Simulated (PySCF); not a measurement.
From one molecule to another.

First species: C4H8FN.
SMILES: `C[C@@H]1N[C@H]1CF`

Second species: C3H5FN2Si.
SMILES: `N#C/C=C(\F)[SiH2]N`

Levels: CAM-B3LYP/def2-SVPD for dipole moment, HOMO energy, LUMO energy, HOMO–LUMO gap, static isotropic polarisability and electronic spatial extent ⟨r²⟩ about the centre of nuclear charge; TDDFT CAM-B3LYP/def2-SVPD for lowest singlet excitation; TDA CAM-B3LYP/def2-SVPD for lowest triplet excitation (Tamm–Dancoff); GFN2-xTB for rotational constant A and rotational constant C. Geometries: GFN2-xTB. Each species is one conformer at its optimised geometry, gas phase, non-relativistic unless stated. Electronic properties by PySCF.

Dipoles, sizes and rotational constants follow the conformer. The torsions of the flexible species, by atom-mapped SMILES:
- `[CH3:1][C@@H:2]1[NH:3][C@H:4]1[CH2:5][F:6]`: N3–C4–C5–F6 157°
- `[N:1]#[C:2]/[CH:3]=[C:4](\[F:5])[SiH2:6][NH2:7]`: C3–C4–Si6–N7 -21°, H–N7–Si6–C4 -53°, H–N7–Si6–C4 169°

| property | column X | column Y |
| --- | --- | --- |
| dipole moment | 2.04 D | 6.13 D |
| HOMO energy | -8.68 eV | -9.42 eV |
| LUMO energy | 1.39 eV | -0.75 eV |
| HOMO–LUMO gap | 10.07 eV | 8.67 eV |
| lowest singlet excitation | 6.88 eV | 5.96 eV |
| lowest triplet excitation (Tamm–Dancoff) | 6.62 eV | 3.55 eV |
| static isotropic polarisability | 56.0 au | 76.2 au |
| electronic spatial extent ⟨r²⟩ about the centre of nuclear charge | 680 bohr² | 1143 bohr² |
| rotational constant A | 7.185 GHz | 4.705 GHz |
| rotational constant C | 1.801 GHz | 0.946 GHz |

Question: Which column belongs to which species?

Answer: Column X is the first species and column Y the second. The first has 14 atoms and 48 electrons, the second 12 and 60.

Question: How does each property change from the first species to the second?

Answer: dipole moment +4.09 D; HOMO energy -0.74 eV; LUMO energy -2.14 eV; HOMO–LUMO gap -1.40 eV; lowest singlet excitation -0.92 eV; lowest triplet excitation (Tamm–Dancoff) -3.07 eV; static isotropic polarisability +20.2 au; electronic spatial extent ⟨r²⟩ about the centre of nuclear charge +463 bohr²; rotational constant A -2.480 GHz; rotational constant C -0.855 GHz.

On the first: The vertical singlet–triplet gap S1 − T1 is 0.26 eV (TDDFT singlet less Tamm–Dancoff triplet; S1: HOMO→LUMO, weight 0.73; T1: HOMO→LUMO, weight 0.62). The dipole equals about 6.8 × 10⁻³⁰ C·m (1 D = 3.33564 × 10⁻³⁰ C·m).

On the second: The polarisability is 11.30 Å³ as a volume (1 au = 0.148185 Å³), or 1.27 au for each of the 60 electrons. The principal polarisabilities are 54.7, 67.5 and 106.5 au; their mean is the isotropic value.
